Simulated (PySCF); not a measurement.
H₃ISn (SMILES [SnH3][I]), singlet, at a GFN2-xTB geometry (such geometries of metal compounds can be far from the true shape) (all electrons, no relativity); PySCF with CASCI(2,3)/STO-3G.

PySCF was given this input:
```python
from pyscf import gto, scf, mcscf
import numpy

mol = gto.M(
    atom='''
Sn   -1.311623   -0.043676   -0.012276
I     1.339601    0.044608    0.012538
H    -1.753560   -1.380948   -0.909008
H    -1.817045   -0.172277    1.573833
H    -1.847069    1.372820   -0.715531
''',
    basis='sto-3g',
    charge=0,
    spin=0,
    verbose=4,
)

mf = scf.RHF(mol)
mf.kernel()
mc = mcscf.CASCI(mf, 3, 2)
mc.fix_spin_(ss=0.0)
mc.kernel()
occ = numpy.linalg.eigvalsh(mc.fcisolver.make_rdm1(mc.ci, mc.ncas, mc.nelecas))[::-1]
ss = mc.fcisolver.spin_square(mc.ci, mc.ncas, mc.nelecas)[0]
print('natural occupations', occ.round(4), ' <S^2>', round(ss, 4))
```

Task: Predict the main parts of the log of this PySCF run.

Result: 
```
PySCF version 2.14.0

[INPUT] verbose = 4
[INPUT] num. atoms = 5
[INPUT] num. electrons = 106
[INPUT] charge = 0
[INPUT] spin (= nelec alpha-beta = 2S) = 0
[INPUT] symmetry False subgroup None
[INPUT] Mole.unit = angstrom
[INPUT] Symbol           X                Y                Z      unit          X                Y                Z       unit  Magmom
[INPUT]  1 Sn    -1.311623000000  -0.043676000000  -0.012276000000 AA   -2.478608248680  -0.082535678217  -0.023198277905 Bohr   0.0
[INPUT]  2 I      1.339601000000   0.044608000000   0.012538000000 AA    2.531479006193   0.084296902965   0.023693386150 Bohr   0.0
[INPUT]  3 H     -1.753560000000  -1.380948000000  -0.909008000000 AA   -3.313748142992  -2.609613512266  -1.717776165039 Bohr   0.0
[INPUT]  4 H     -1.817045000000  -0.172277000000   1.573833000000 AA   -3.433717406010  -0.325556347562   2.974113335803 Bohr   0.0
[INPUT]  5 H     -1.847069000000   1.372820000000  -0.715531000000 AA   -3.490454543174   2.594253818325  -1.352157623636 Bohr   0.0

nuclear repulsion = 600.579116539596
number of shells = 25
number of NR pGTOs = 171
number of NR cGTOs = 57
basis = sto-3g
ecp = {}

******** <class 'pyscf.scf.hf.RHF'> ********
method = RHF
initial guess = minao
damping factor = 0
level_shift factor = 0
DIIS = <class 'pyscf.scf.diis.CDIIS'>
diis_start_cycle = 1
diis_space = 8
diis_damp = 0
SCF conv_tol = 1e-09
SCF conv_tol_grad = None
SCF max_cycles = 50
direct_scf = True
direct_scf_tol = 1e-13
Set gradient conv threshold to 3.16228e-05
Initial guess from minao.
init E= -12776.4498588139
  HOMO = -0.751708154891988  LUMO = -0.338970271108007  gap/eV = 11.23117
cycle= 1 E= -12815.7508119325  delta_E= -39.3  |g|= 0.345  |ddm|= 2.46
  HOMO = -0.222728798507832  LUMO = 0.303061147146927  gap/eV = 14.30747
cycle= 2 E= -12815.8040978671  delta_E= -0.0533  |g|= 0.0396  |ddm|= 0.724
  HOMO = -0.262512833523656  LUMO = 0.281458068381483  gap/eV = 14.80220
cycle= 3 E= -12815.805302498  delta_E= -0.0012  |g|= 0.00687  |ddm|= 0.121
  HOMO = -0.266987628414027  LUMO = 0.28151432084396  gap/eV = 14.92550
cycle= 4 E= -12815.8053458314  delta_E= -4.33e-05  |g|= 0.000852  |ddm|= 0.0269
  HOMO = -0.266925104707214  LUMO = 0.28152328017851  gap/eV = 14.92404
cycle= 5 E= -12815.805346485  delta_E= -6.54e-07  |g|= 6.57e-05  |ddm|= 0.00369
  HOMO = -0.266922597017344  LUMO = 0.281526947671308  gap/eV = 14.92407
cycle= 6 E= -12815.8053464881  delta_E= -3.13e-09  |g|= 6.36e-06  |ddm|= 0.000226
  HOMO = -0.266925707945978  LUMO = 0.281526392378134  gap/eV = 14.92414
cycle= 7 E= -12815.805346488  delta_E= 3.46e-11  |g|= 3.75e-07  |ddm|= 1.96e-05
  HOMO = -0.26692560767824  LUMO = 0.281526312364508  gap/eV = 14.92414
Extra cycle  E= -12815.8053464881  delta_E= -9.46e-11  |g|= 1.02e-07  |ddm|= 8.23e-07
converged SCF energy = -12815.8053464881

******** <class 'pyscf.mcscf.casci.CASCI'> ********
CAS (1e+1e, 3o), ncore = 52, nvir = 2
natorb = False
canonicalization = True
sorting_mo_energy = False
******** <class 'pyscf.fci.addons.SpinPenaltyFCISolver'> ********
max. cycles = 200
conv_tol = 1e-08
davidson only = True
linear dependence = 1e-12
level shift = 0.001
max iter space = 12
nroots = 1
pspace_size = 400
spin = None
Density matrix diagonal elements [1.99928513e+00 6.89584361e-04 2.52899133e-05]
CASCI converged
CASCI E = -12815.8056248733  E(CI) = -0.939470961830011  S^2 = 0.0000000
natural occupations [1.9993e+00 7.0000e-04 0.0000e+00]  <S^2> 0.0
```
